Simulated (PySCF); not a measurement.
C2H6FGa, SMILES C[CH2][GaH][F]. Atoms are numbered in the order given.

```xyz
10

Ga    -0.3218    -0.4715     0.0000
H     -1.8703    -0.7785     0.0000
F      0.6632    -1.9580     0.0000
C      0.7339     1.1989     0.0000
C     -0.0760     2.4996     0.0000
H      1.4062     1.1339    -0.8834
H      1.4062     1.1339     0.8834
H     -0.7321     2.5821     0.8910
H     -0.7321     2.5821    -0.8910
H      0.5832     3.3935     0.0000
```

The structure is a stationary point at PBE-D3(BJ)/def2-SVP. The structure was generated by enumeration; whether it is a known compound was not checked. One conformer was computed; it need not be the lowest.

All values below come from CAM-B3LYP/def2-TZVP (PySCF).

```yaml
total_energy: -2104.68071 hartree
point_group: Cs
highest_occupied_level: -9.32 eV
lowest_empty_level: -0.30 eV
orbital_gap: 9.02 eV
dipole_moment: 2.83 D
quadrupole, principal values (traceless, Buckingham form, about the centre of nuclear charge): -8.61, 1.11, 7.50 D·Å
mean_static_polarisability: 51.4 bohr³ (7.61 Å³)
polarisability_principal_values: 41.4, 50.8, 61.9 bohr³
```
